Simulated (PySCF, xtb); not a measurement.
CAuO, SMILES [C+]([Au])=O, charge +1, multiplicity 1.

Harmonic wavenumbers (cm⁻¹) from xtb 6.7.1 with GFN2-xTB at its own minimum, in rising order: 296, 296, 394, 2317.

Task: What does B3LYP-D3(BJ)/def2-TZVP (PySCF) give at its own minimum? (An estimate is asked for; the answer gives what the named calculation found.)

Result: 309, 309, 383, 2306. Paired by order, the mean absolute difference is 12 cm⁻¹ and the zero-point energies are 4.7 and 4.7 kcal/mol.
